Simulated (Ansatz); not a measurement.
`F[Si](Br)(Br)Br`, relaxed with RKS PBE0-D4/def2-TZVP in the Gaussian-basis code of Ansatz from a PBE-D4/def2-SVP geometry. The force threshold is 0.005 eV/Å; the program also tests the step.

The species carries charge 0 and has multiplicity 1.

Start:

```xyz
5

F     0.634    0.886    1.318
Si    0.032    0.044    0.066
Br   -2.094   -0.382    0.488
Br    0.240    1.280   -1.753
Br    1.188   -1.829   -0.119
```

By how much does the energy fall, and how many steps does the optimiser take? (An estimate is asked.)

Ansatz gave: 5.25 kJ/mol, in 4 steps.

Which bonds change most? (An estimate is asked.)

Computed: F1–Si2 from 1.625 to 1.579 Å; Si2–Br4 from 2.209 to 2.184 Å; Si2–Br5 from 2.209 to 2.184 Å; Si2–Br3 from 2.209 to 2.184 Å.

Give the relaxed structure. (An estimate is asked.)

Ansatz gave: 
```xyz
5

F     0.619    0.865    1.286
Si    0.033    0.047    0.069
Br   -2.068   -0.375    0.487
Br    0.240    1.269   -1.729
Br    1.176   -1.805   -0.114
```
